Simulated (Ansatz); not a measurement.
BrClGeH₂O, SMILES `[OH][GeH]([Cl])[Br]`. Charge 0, multiplicity 1.

Z-matrix (Å, degrees):
```
Ge
Cl 1 2.139
Br 1 2.292 2 107.2
O 1 1.753 2 109.5 3 119.2
H 1 1.523 2 110.8 3 -121.9
H 4 0.961 1 113.5 2 -60.5
```

Task: List the harmonic frequencies (cm⁻¹, unscaled) at PBE0-D4/def2-TZVP in Ansatz. (Best estimate.)

Result: Computed: 125, 148, 200, 246, 315, 432, 693, 703, 747, 943, 2231, 3882.

Task: Is this a minimum?

Result: Yes, all 12 modes are real.

Task: Give the ideal-gas thermochemistry at 298.15 K and 1 bar (rigid rotor, harmonic oscillator; point group C1, symmetry number 1).

Result: Zero-point energy 63.8 kJ/mol; H(298) − E = 82.7 kJ/mol; entropy 348.6 J/(mol·K), of which translation 175.3, rotation 119.8, vibration 53.6; G(298) − E = -21.2 kJ/mol.

Task: And at 400, 500, 600, 800 and 1000 K?

Result: 
| T (K) | H − E (kJ/mol) | S (J/mol/K) | G − E (kJ/mol) |
| --- | --- | --- | --- |
| 400 | 92.3 | 376.2 | -58.2 |
| 500 | 102.4 | 398.7 | -97.0 |
| 600 | 113.0 | 418.0 | -137.8 |
| 800 | 135.2 | 449.9 | -224.7 |
| 1000 | 158.3 | 475.6 | -317.4 |
